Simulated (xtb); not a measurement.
Cl2Te, singlet, geometry from GFN2-xTB; GFN2-xTB run with xtb 6.7.1.

Input for xtb:
```
$ xtb mol.xyz --gfn 2 --acc 0.0001 --json

# file mol.xyz
3

Te    -0.01170558     0.01195986     0.61430806
Cl     1.11463884     1.32379797    -0.94476070
Cl    -1.07883353    -1.36038108    -0.93429926
```

What the program printed (banner, timings and long lists left out):

```
   ID    Z sym.   atoms
    1   52 Te     1
    2   17 Cl     2, 3

           -------------------------------------------------
          |                Calculation Setup                |
           -------------------------------------------------

           -------------------------------------------------
          |                 G F N 2 - x T B                 |
           -------------------------------------------------

          ...................................................
          :                      SETUP                      :
          :.................................................:
          :  # basis functions                  30          :
          :  # atomic orbitals                  27          :
          :  # shells                            9          :
          :  # electrons                        20          :
          :  max. iterations                   250          :
          :  Hamiltonian                  GFN2-xTB          :
          :  restarted?                      false          :
          :  GBSA solvation                  false          :
          :  PC potential                    false          :
          :  electronic temp.          300.0000000     K    :
          :  accuracy                    0.0001000          :
          :  -> integral cutoff          0.6500000E+02      :
          :  -> integral neglect         0.1000000E-11      :
          :  -> SCF convergence          0.1000000E-09 Eh   :
          :  -> wf. convergence          0.1000000E-07 e    :
          :  Broyden damping             0.4000000          :
          :  net charge                          0          :
          :  unpaired electrons                  0          :
          ...................................................

 iter      E             dE          RMSdq      gap      omega  full diag
   1    -12.2042414 -0.122042E+02  0.636E+00    2.90       0.0  T
   2    -12.1641583  0.400831E-01  0.144E+01    2.68       1.0  T
   3    -12.1645452 -0.386909E-03  0.143E+01    2.68       1.0  T
   4    -12.2333691 -0.688239E-01  0.301E+00    2.98       1.0  T
   5    -12.2489370 -0.155679E-01  0.226E-01    2.96       1.0  T
   6    -12.2490395 -0.102487E-03  0.143E-01    2.96       1.0  T
   7    -12.2490435 -0.402303E-05  0.634E-02    2.96       1.0  T
   8    -12.2490413  0.219613E-05  0.684E-02    2.96       1.0  T
   9    -12.2490483 -0.697985E-05  0.374E-02    2.96       1.5  T
  10    -12.2490509 -0.264143E-05  0.787E-03    2.96       7.3  T
  11    -12.2490510 -0.657168E-07  0.586E-03    2.96       9.8  T
  12    -12.2490511 -0.645424E-07  0.224E-03    2.96      25.8  T
  13    -12.2490511 -0.980135E-08  0.124E-05    2.96    4640.6  T
  14    -12.2490511  0.106404E-11  0.322E-05    2.96    1794.9  T
  15    -12.2490511 -0.155786E-11  0.143E-06    2.96   40326.4  T
  16    -12.2490511 -0.124345E-13  0.933E-08    2.96  100000.0  T
  17    -12.2490511  0.888178E-14  0.191E-09    2.96  100000.0  T

   *** convergence criteria satisfied after 17 iterations ***

         :::::::::::::::::::::::::::::::::::::::::::::::::::::
         ::                     SUMMARY                     ::
         :::::::::::::::::::::::::::::::::::::::::::::::::::::
         :: total energy             -12.245511879177 Eh    ::
         :: gradient norm              0.000032274101 Eh/a0 ::
         :: HOMO-LUMO gap              2.963657125480 eV    ::
         ::.................................................::
         :: SCC energy               -12.249051006482 Eh    ::
         :: -> isotropic ES            0.005265301673 Eh    ::
         :: -> anisotropic ES          0.000220275478 Eh    ::
         :: -> anisotropic XC         -0.000296410763 Eh    ::
         :: -> dispersion             -0.002700882232 Eh    ::
         :: repulsion energy           0.003539127305 Eh    ::
         :: add. restraining           0.000000000000 Eh    ::
         :: total charge              -0.000000000000 e     ::
         :::::::::::::::::::::::::::::::::::::::::::::::::::::

           -------------------------------------------------
          |                Property Printout                |
           -------------------------------------------------

    * Orbital Energies and Occupations

         #    Occupation            Energy/Eh            Energy/eV
      -------------------------------------------------------------
         1        2.0000           -1.0760541             -29.2809
         2        2.0000           -1.0744056             -29.2361
         3        2.0000           -0.8632870             -23.4912
         4        2.0000           -0.5122234             -13.9383
         5        2.0000           -0.4974978             -13.5376
         6        2.0000           -0.4777646             -13.0006
         7        2.0000           -0.4566704             -12.4266
         8        2.0000           -0.4562044             -12.4140
         9        2.0000           -0.4508536             -12.2684
        10        2.0000           -0.3888921             -10.5823 (HOMO)
        11                         -0.2799797              -7.6186 (LUMO)
        12                         -0.2646504              -7.2015
        13                         -0.0119402              -0.3249
        14                         -0.0060791              -0.1654
        15                         -0.0040882              -0.1112
        16                         -0.0030690              -0.0835
        17                         -0.0019832              -0.0540
        18                         -0.0019115              -0.0520
        19                         -0.0018883              -0.0514
        20                         -0.0018718              -0.0509
        21                          0.0052918               0.1440
       ...                                ...                  ...
        27                          0.8248257              22.4446
      -------------------------------------------------------------
                  HL-Gap            0.1089124 Eh            2.9637 eV
             Fermi-level           -0.3344359 Eh           -9.1005 eV

     #   Z          covCN         q      C6AA      α(0)
     1  52 Te       1.646     0.179   407.887    37.350
     2  17 Cl       0.824    -0.090   101.860    15.439
     3  17 Cl       0.824    -0.090   101.860    15.439

 Mol. C6AA /au·bohr⁶  :       1619.739414
 Mol. C8AA /au·bohr⁸  :     110753.884514
 Mol. α(0) /au        :         68.228835

Wiberg/Mayer (AO) data.
largest (>0.10) Wiberg bond orders for each atom

 ---------------------------------------------------------------------------
     #   Z sym  total        # sym  WBO       # sym  WBO       # sym  WBO
 ---------------------------------------------------------------------------
     1  52 Te   2.525 --     3 Cl   1.262     2 Cl   1.262
     2  17 Cl   1.323 --     1 Te   1.262
     3  17 Cl   1.323 --     1 Te   1.262
 ---------------------------------------------------------------------------

Topologies differ in total number of bonds
Writing topology from bond orders to xtbtopo.mol

molecular dipole:
                 x           y           z       tot (Debye)
 q only:       -0.010       0.010       0.527
   full:       -0.014       0.014       0.736       1.871
molecular quadrupole (traceless):
                xx          xy          yy          xz          yz          zz
 q only:       -0.032      -1.414      -0.607       0.015      -0.003       0.638
  q+dip:       -0.299      -2.214      -1.199       0.009       0.010       1.499
   full:       -1.068      -0.719      -1.360      -0.053       0.060       2.428

           -------------------------------------------------
          | TOTAL ENERGY              -12.245511879177 Eh   |
          | GRADIENT NORM               0.000032274101 Eh/α |
          | HOMO-LUMO GAP               2.963657125480 eV   |
           -------------------------------------------------

normal termination of xtb
```
